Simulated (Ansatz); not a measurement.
TaI2, SMILES [Ta]([I])[I] (connectivity only; charge and spin as stated), neutral, multiplicity 4.

The structure is a stationary point at r2SCAN-D4/def2-SVP. The spin state was assumed, not searched. The def2 effective core potentials stand for the cores of I, Ta; spin–orbit coupling is left out.

Two levels are set side by side: PBE/def2-SVPD (Ansatz, a first-principles code) and CAM-B3LYP/def2-SVPD (Ansatz). Energy differences of separate SCF runs at the same geometry; the states with an electron removed or added have multiplicity 3 and 3. Differences are taken from unrounded values.

```json
[
 {"quantity": "vertical ionisation energy (eV)", "CAM-B3LYP": "7.91", "PBE": "7.61", "PBE minus CAM-B3LYP": "-0.30"},
 {"quantity": "vertical electron affinity (eV)", "CAM-B3LYP": "1.64", "PBE": "1.39", "PBE minus CAM-B3LYP": "-0.25"}
]
```
